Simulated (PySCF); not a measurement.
A structure optimised at ωB97X-D3(BJ)/def2-TZVP, used in a PySCF frequency run:

```
N
H 1 1.0231
H 1 1.0231 2 107.56
H 1 1.0231 2 107.56 3 -115.60
C 1 1.5077 2 111.32 4 -122.20
H 5 1.0879 1 108.27 2 -60.00
H 5 1.0879 6 110.65 1 -118.50
H 5 1.0879 6 110.65 7 -123.00
```
Charge +1, spin multiplicity 1.

Q: Write its SMILES, formula and point group.

A: C[NH3+], CH₆N, C3v

Q: What are its rotational constants (standard atomic weights)?

A: 84.586, 20.093, 20.093 GHz
